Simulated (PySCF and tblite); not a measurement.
Values are calculated unless marked as measured or tabulated.
C₈H₁₂O, numbered as in [CH:1]#[C:2][C@@H:3]1[CH2:4][CH2:5][CH2:6][O:7][CH2:8][CH2:9]1. Conformers came from 60 starts (ETKDG, MMFF94s, GFN2-xTB); geometries are GFN2-xTB. Free energies are CAM-B3LYP-D3(BJ)/pcSseg-1 (IEF-PCM, acetone) single points with GFN2-xTB rigid-rotor and vibrational terms (modes under about 100 cm⁻¹ blended into free rotors). Symmetry numbers and mirror images are counted. Conformers within 3 kcal/mol (GFN2-xTB free energy) were kept, 9 at most. GIAO shieldings: CAM-B3LYP/pcSseg-1 (IEF-PCM, acetone). Shifts are against TMS (¹H), TMS (¹³C) at the same level. Run with PySCF (density fitting) and tblite.

The 7-ring runs over atoms 3–4–5–6–7–8–9.

```
conformer                                                            shape  point group  mirror pair  ΔE(DFT)  Δ(G−E) at 298.15 K  δ H3 (ppm)
        1  7-ring puckered (ring torsions 86, -34, -48, 96, -73, 54, -73°)           C1           no     0.00                0.00        2.25
        2   7-ring puckered (ring torsions -86, 36, 47, -96, 73, -53, 71°)           C1           no     0.10                0.16        3.05
        3  7-ring puckered (ring torsions 54, -72, 96, -48, -34, 86, -74°)           C1           no     0.31                0.04        2.53
        4   7-ring puckered (ring torsions -56, 76, -93, 42, 38, -83, 70°)           C1           no     0.56                0.14        3.06
        5  7-ring puckered (ring torsions 83, -75, 61, -78, 90, -40, -34°)           C1           no     1.31                0.31        2.83
        6   7-ring puckered (ring torsions -84, 74, -60, 78, -90, 39, 36°)           C1           no     1.31                0.30        2.77
        7  7-ring puckered (ring torsions -39, 90, -77, 61, -75, 84, -36°)           C1           no     1.75                0.21        2.75
        8   7-ring puckered (ring torsions 71, -88, 39, 39, -88, 71, -55°)           C1           no     1.82                0.00        2.29
        9  7-ring puckered (ring torsions -72, 87, -36, -43, 89, -69, 54°)           C1           no     2.13                0.14        3.07
```

Energies in kcal/mol; the thermal term leaves out symmetry numbers and mirror images.

(1) Work out the weights at 298.15 K and the ¹H shift of H3 under fast exchange.

For its torsions the set is small; conformers may be missing.

Results:

(1) RT = 0.592 kcal/mol. Each conformer gets RT ln(σ/g), with σ the rotational symmetry number and g = 2 for a mirror pair: 1: σ = 1, g = 1, G = 0.00 + 0.00 + 0.00 = 0.00, 0.00 above the lowest, exp(−ΔG/RT) = 1.000; 2: σ = 1, g = 1, G = 0.10 + 0.16 + 0.00 = 0.26, 0.26 above the lowest, exp(−ΔG/RT) = 0.640; 3: σ = 1, g = 1, G = 0.31 + 0.04 + 0.00 = 0.35, 0.35 above the lowest, exp(−ΔG/RT) = 0.552; 4: σ = 1, g = 1, G = 0.56 + 0.14 + 0.00 = 0.70, 0.70 above the lowest, exp(−ΔG/RT) = 0.308; 5: σ = 1, g = 1, G = 1.31 + 0.31 + 0.00 = 1.62, 1.62 above the lowest, exp(−ΔG/RT) = 0.064; 6: σ = 1, g = 1, G = 1.31 + 0.30 + 0.00 = 1.61, 1.61 above the lowest, exp(−ΔG/RT) = 0.066; 7: σ = 1, g = 1, G = 1.75 + 0.21 + 0.00 = 1.97, 1.97 above the lowest, exp(−ΔG/RT) = 0.036; 8: σ = 1, g = 1, G = 1.82 + 0.00 + 0.00 = 1.82, 1.82 above the lowest, exp(−ΔG/RT) = 0.046; 9: σ = 1, g = 1, G = 2.13 + 0.14 + 0.00 = 2.27, 2.27 above the lowest, exp(−ΔG/RT) = 0.022. The sum is 2.736, so the weights are 36.6, 23.4, 20.2, 11.3, 2.4, 2.4, 1.3, 1.7, 0.8 %. The averaged shift is 2.63 ppm. At 298.15 K the leading conformer alone gives 2.25 ppm and bare DFT energies give 2.67 ppm.
